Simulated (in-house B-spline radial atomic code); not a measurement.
# Functionals against ionisation energies along an isoelectronic series: Pd to Te⁶⁺

Ionisation energies as differences of self-consistent total energies from a B-spline radial code for spherical atoms: all electrons, radial basis limit, scalar-relativistic (one-electron X2C), spin-polarised at highest spin, spherical densities; exact exchange is averaged over the determinants of each configuration. No spin-orbit coupling, Breit or QED terms. NIST's values run from ground level to ground level, so in open shells the differences also hold multiplet and fine-structure energies that spherical high-spin averages miss. Columns give computed minus NIST, in eV; a star marks a semi-empirical value. Species are left out where the tabulated value is theory, is uncertain by more than 0.12 eV, or (13 ions, such as In⁴⁺, Te⁴⁺ and Bi⁴⁺) lies off its series for all methods alike, which flatters the means a little.

```json
{"species": "Pd", "shell": "4d", "NIST (eV)": "8.34", "PBEsol": "+0.62", "HSE06": "+0.20", "revTPSS": "+0.42", "OLYP": "+0.47"}
{"species": "Ag⁺", "shell": "4d", "NIST (eV)": "21.48", "PBEsol": "+0.45", "HSE06": "+0.19", "revTPSS": "+0.28", "OLYP": "+0.43"}
{"species": "Cd²⁺", "shell": "4d", "NIST (eV)": "37.47 ± 0.006", "PBEsol": "+0.33", "HSE06": "+0.20", "revTPSS": "+0.20", "OLYP": "+0.44"}
{"species": "In³⁺", "shell": "4d", "NIST (eV)": "55.45 ± 0.04", "PBEsol": "+0.70", "HSE06": "+0.66", "revTPSS": "+0.60", "OLYP": "+0.93"}
{"species": "Sn⁴⁺", "shell": "4d", "NIST (eV)": "77.03 ± 0.04", "PBEsol": "-0.27", "HSE06": "-0.23", "revTPSS": "-0.34", "OLYP": "+0.08"}
{"species": "Sb⁵⁺", "shell": "4d", "NIST (eV)": "99.51 ± 0.05", "PBEsol": "?", "HSE06": "?", "revTPSS": "?", "OLYP": "?"}
{"species": "Te⁶⁺", "shell": "4d", "NIST (eV)": "124.20 ± 0.06", "PBEsol": "+0.09", "HSE06": "+0.24", "revTPSS": "+0.07", "OLYP": "+0.64"}
```

What are the differences for Sb⁵⁺ ([Kr] 4d10)?

PBEsol 0.00; HSE06 +0.09; revTPSS -0.04; OLYP +0.45 eV.

How do the methods rank, and which species is hardest?

Mean absolute (signed) differences: HSE06 0.26 (+0.19) eV; revTPSS 0.28 (+0.17) eV; PBEsol 0.35 (+0.27) eV; OLYP 0.49 (+0.49) eV. For In³⁺, which loses a 4d electron, the nearest method is off by +0.60 eV, the largest such miss. The first two are tied within the accuracy of the references.
